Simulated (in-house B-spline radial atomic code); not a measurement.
**Group 12, 1+ ions: the gap between the outer s and d levels**

Computed with a B-spline radial code for spherical atoms: non-relativistic Hartree-Fock (point nucleus) and Dirac-Hartree-Fock (finite nucleus), averages of the listed configurations; Dirac values are occupation-weighted means over j unless j is named.

```tsv
ion	configuration	ε(s) NR	ε(s) Dirac	gap NR	gap Dirac	spin-orbit splitting
Zn+	[Ar] 3d10 4s1	-16.65	-16.95	-13.96	-13.2	0.437
Cd+	[Kr] 4d10 5s1	-14.92	?	-14.1	?	?
Hg+	[Xe] 4f14 5d10 6s1	-14.56	-17.38	-12.8	-7.925	2.06
```

Energies in eV; the gap is ε(d) - ε(s), and the splitting is ε(l + 1/2) - ε(l - 1/2) of that shell. These are orbital energies, not promotion energies or level intervals; in light atoms the splitting exceeds the observed fine structure.

Question: What are the Dirac values for Cd+?

Answer: ε(5s) = -15.69 eV, a gap of -12.46 eV and a 4d splitting of 0.798 eV.

Question: What does the relativistic change of the gap mean for the chemistry?

Answer: In Cd+ relativity moves the d level up against the s level by 1.64 eV: s is stabilised directly and d destabilised through screening by the contracted s and p shells, which favours s occupation and d participation in bonding.
